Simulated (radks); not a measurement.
Species: Hg IV. Configuration: [Xe] 4f14 5d9.

Method: scalar-relativistic Kohn-Sham, r2SCAN, spin-polarised, spherical densities, finite nucleus; open shells are filled with parallel spins first (spin-orbit coupling, left out, can overturn this in heavy ions); meta-GGA in the generalised Kohn-Sham scheme; Fermi nuclear charge, rms radius 5.4648 fm; computed with a radial shooting solver on a logarithmic mesh with Libxc functionals.

Energy parts (eV):
part                       energy
total                  -533828.97
kinetic                 598937.77
electron-nucleus      -1327006.24
Hartree                 204304.30
exchange-correlation    -10064.80

Orbitals (lengths in bohr, moments of r in powers of bohr; <r^-3> diverges for s and p1/2; r(90%) holds 90 % of the orbital's charge):
orbital  occ.  eigenvalue (eV)      <r>  r(90%)  <r^-3>
1s down     1        -83274.46  0.01659  0.0304       -
1s up       1        -83274.46  0.01659  0.0304       -
2s up       1        -14816.72  0.06992   0.109       -
2s down     1        -14816.58  0.06992   0.109       -
2p up       3        -12781.49  0.06329   0.103   26790
2p down     3        -12781.39  0.06329   0.103   26790
3s up       1        -3553.669   0.1805   0.265       -
3s down     1        -3553.649   0.1805   0.265       -
3p up       3        -2963.051   0.1820   0.272    6173
3p down     3        -2963.020   0.1820   0.272    6173
3d up       5        -2339.747   0.1651   0.256   758.6
3d down     5        -2339.666   0.1651   0.256   758.6
4s up       1        -814.9393   0.3992   0.572       -
4s down     1        -814.8330   0.3992   0.572       -
4p up       3        -620.4532   0.4251   0.616    1492
4p down     3        -620.3632   0.4251   0.616    1491
4d up       5        -388.3203   0.4487   0.668   161.3
4d down     5        -388.2128   0.4487   0.668   161.3
5s up       1        -155.0993   0.9041    1.29       -
5s down     1        -154.4046   0.9028    1.29       -
4f up       7        -131.4784   0.4825   0.771   31.66
4f down     7        -131.3278   0.4821   0.770   31.69
5p up       3        -102.7791    1.036    1.50   258.3
5p down     3        -101.9287    1.034    1.50   259.7
5d up       5         -43.2217    1.376    2.07   17.54
5d down     4         -42.2946    1.380    2.08   17.54

The highest occupied level is 5d down at -42.295 eV. The spin density at the nucleus is -7.435 e/bohr^3 (1s -0.030, 2s -1.444, 3s 0.353, 4s 2.377, 5s -8.691). Summed over all electrons, <r^2> = 37.33 bohr^2, which gives a Langevin (diamagnetic) susceptibility term of -29.6 x 10^-6 cm^3/mol. The electron density at the nucleus is 2.499e+06 e/bohr^3 (large components only). The density falls to 0.001 e/bohr^3 at r = 3.22 bohr. Spin moment in Bohr magnetons: 1. For comparison, the ionisation energy in NIST's Atomic Spectra Database is 48.6 eV (measured). In exact Kohn-Sham theory the highest level is minus the ionisation energy, but local and semilocal functionals leave it too shallow, through self-interaction and a potential that decays too fast; potentials with the right tail come closer.
